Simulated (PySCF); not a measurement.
# Energy of Tl²⁺ (thallium, charge +2) between two integer charges

The 6s alpha orbital of [Xe] 4f14 5d10 6s1 is emptied in steps (occupation f), with all orbitals relaxed, ending at [Xe] 4f14 5d10. All numbers are calculated (PySCF 2.14, a scalar-relativistic core potential, in def2-TZVPPD with the def2 core potential (60 electrons) (7s5p4d2f, 56 functions)). The exact energy is a straight line in f; departures are measured from the line between the end points of the same method.

```tsv
f	UHF (eV)	LDA (eV)	PBE (eV)	PBE0 (eV)	r2SCAN (eV)	LC-wPBE (eV)	BHandHLYP (eV)	wB97X (eV)	B3LYP (eV)	TPSS (eV)
1	0.000	0.000	0.000	0.000	0.000	0.000	0.000	0.000	0.000	0.000
0.8	0.040	-0.737	-0.730	-0.531	-0.658	-0.087	-0.358	-0.139	-0.587	-0.706
0.6	0.059	-1.107	-1.098	-0.798	-0.989	-0.131	-0.538	-0.205	-0.883	-1.061
0.4	0.058	-1.108	-1.101	-0.799	-0.990	-0.131	-0.540	-0.200	-0.884	-1.065
0.2	0.038	-0.739	-0.736	-0.534	-0.660	-0.088	-0.361	-0.130	-0.590	-0.713
0	0.000	0.000	0.000	0.000	0.000	0.000	0.000	0.000	0.000	0.000
```

```json
{"method": "UHF", "E(f=0) − E(f=1) (eV)": "28.154", "−ε at f=1 (eV)": "28.407", "−ε at f=0.4 (eV)": "28.102"}
{"method": "LDA", "E(f=0) − E(f=1) (eV)": "30.764", "−ε at f=1 (eV)": "26.161", "−ε at f=0.4 (eV)": "31.686"}
{"method": "PBE", "E(f=0) − E(f=1) (eV)": "30.299", "−ε at f=1 (eV)": "25.748", "−ε at f=0.4 (eV)": "31.202"}
{"method": "PBE0", "E(f=0) − E(f=1) (eV)": "29.951", "−ε at f=1 (eV)": "26.634", "−ε at f=0.4 (eV)": "30.611"}
{"method": "r2SCAN", "E(f=0) − E(f=1) (eV)": "30.118", "−ε at f=1 (eV)": "26.023", "−ε at f=0.4 (eV)": "30.941"}
{"method": "LC-wPBE", "E(f=0) − E(f=1) (eV)": "29.735", "−ε at f=1 (eV)": "29.188", "−ε at f=0.4 (eV)": "29.839"}
{"method": "BHandHLYP", "E(f=0) − E(f=1) (eV)": "29.673", "−ε at f=1 (eV)": "27.442", "−ε at f=0.4 (eV)": "30.114"}
{"method": "wB97X", "E(f=0) − E(f=1) (eV)": "29.535", "−ε at f=1 (eV)": "28.658", "−ε at f=0.4 (eV)": "29.725"}
{"method": "B3LYP", "E(f=0) − E(f=1) (eV)": "30.229", "−ε at f=1 (eV)": "26.564", "−ε at f=0.4 (eV)": "30.958"}
{"method": "TPSS", "E(f=0) − E(f=1) (eV)": "30.005", "−ε at f=1 (eV)": "25.602", "−ε at f=0.4 (eV)": "30.873"}
```

Orbital energy along the path (eV):

```csv
f,UHF,LDA,PBE,PBE0,r2SCAN,LC-wPBE,BHandHLYP,wB97X,B3LYP,TPSS
1,-28.407,-26.161,-25.748,-26.634,-26.023,-29.188,-27.442,-28.658,-26.564,-25.602
0.8,-28.301,-27.995,-27.552,-27.954,-27.638,-29.408,-28.327,-29.025,-28.021,-27.350
0.6,-28.200,-29.837,-29.370,-29.280,-29.285,-29.624,-29.217,-29.384,-29.485,-29.105
0.4,-28.102,-31.686,-31.202,-30.611,-30.941,-29.839,-30.114,-29.725,-30.958,-30.873
0.2,-28.008,-33.535,-33.049,-31.949,-32.595,-30.060,-31.020,-30.040,-32.437,-32.662
0,-27.917,-35.379,-34.906,-33.287,-34.244,-30.292,-31.942,-30.329,-33.926,-34.480
```

Reference removal energy between the ground levels: 29.852 eV (measured; NIST Atomic Spectra Database, ionization energies). UHF lacks correlation.
